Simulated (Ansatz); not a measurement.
An input meant for the cluster Cr3S3 (charge 0, singlet).

```yaml
crystal:
  periodic: [false, false, false]
  atoms:
    - {symbol: Cr, position_ang: [-0.268176, -1.087816, 0.934995]}
    - {symbol: Cr, position_ang: [-0.223714, 1.382241, 0.441063]}
    - {symbol: Cr, position_ang: [-0.044808, -0.297724, -1.427855]}
    - {symbol: S, position_ang: [0.830530, -2.194044, -0.655134]}
    - {symbol: S, position_ang: [-0.356439, 0.358720, 2.566500]}
    - {symbol: S, position_ang: [0.062607, 1.838623, -1.859558]}
basis:
  gaussian: {orbitals: cc-pVTZ-PP, final_grid: {core_spheres: 20, valence_spheres: 16, degree: 47}}
magnetization: {spin_polarized: true, initial_magnetization: 0}
hamiltonian: {xc: {name: B3LYP5}}
output: {forces: true}
```

```sh
$ ansatz run in.yaml --threads 4 --pin off --events-out ev --progress --plain --max-ram 4787MiB
```

Output, abridged:

```
Functional definition: B3LYP5
Error: [file] the basis set cc-pVTZ-PP has no functions for Cr
```

In this input the basis set is misnamed or doesn't suit the job. The program refused the input.
